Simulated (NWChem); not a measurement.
Species: C3H4N3 cation; SMILES c1nc[nH+]cn1

**Question.** Give the equilibrium geometry at PBE-D3(BJ)/def2-SVP (NWChem) as a list of bonds and angles, with the point group.

**Answer.** point group C2v; any orientation.
Bond lengths (Å): C1–N2 1.349, C1–N6 1.349, C1–H7 1.105, N2–C3 1.319, C3–N4 1.364, C3–H8 1.105, N4–C5 1.364, N4–H9 1.033, C5–N6 1.319, C5–H10 1.105. Angles (°): N2–C1–N6 125.4, N2–C1–H7 117.3, N6–C1–H7 117.3, C1–N2–C3 116.4, N2–C3–N4 121.1, N2–C3–H8 121.1, N4–C3–H8 117.8, C3–N4–C5 119.5, C3–N4–H9 120.3, C5–N4–H9 120.3, N4–C5–N6 121.1, N4–C5–H10 117.8, N6–C5–H10 121.1, C1–N6–C5 116.4.
